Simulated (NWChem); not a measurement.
Species: C2H2ClI; SMILES C=C(Cl)I

Program: NWChem. Coordinates come from a PBE0/def2-SVP optimisation. def2 effective core potentials on I; no spin-orbit coupling. Ions are spin-unrestricted doublets at the neutral geometry; other ion states weren't tried. Functional: LC-ωPBE (HJS hole) with def2-SVP; rows give the range parameter ω in 1/bohr.

```json
[
 {"range parameter (1/bohr)": "0.25", "vertical ionisation energy, ΔSCF (eV)": "9.37", "−ε(HOMO) (eV)": "9.01", "ΔSCF minus −ε(HOMO) (eV)": "0.36"},
 {"range parameter (1/bohr)": "0.30", "vertical ionisation energy, ΔSCF (eV)": "9.49", "−ε(HOMO) (eV)": "9.34", "ΔSCF minus −ε(HOMO) (eV)": "0.15"},
 {"range parameter (1/bohr)": "0.40", "vertical ionisation energy, ΔSCF (eV)": "9.67", "−ε(HOMO) (eV)": "9.83", "ΔSCF minus −ε(HOMO) (eV)": "-0.16"},
 {"range parameter (1/bohr)": "0.50", "vertical ionisation energy, ΔSCF (eV)": "9.79", "−ε(HOMO) (eV)": "10.15", "ΔSCF minus −ε(HOMO) (eV)": "-0.36"},
 {"range parameter (1/bohr)": "0.80", "vertical ionisation energy, ΔSCF (eV)": "9.90", "−ε(HOMO) (eV)": "10.55", "ΔSCF minus −ε(HOMO) (eV)": "-0.65"}
]
```
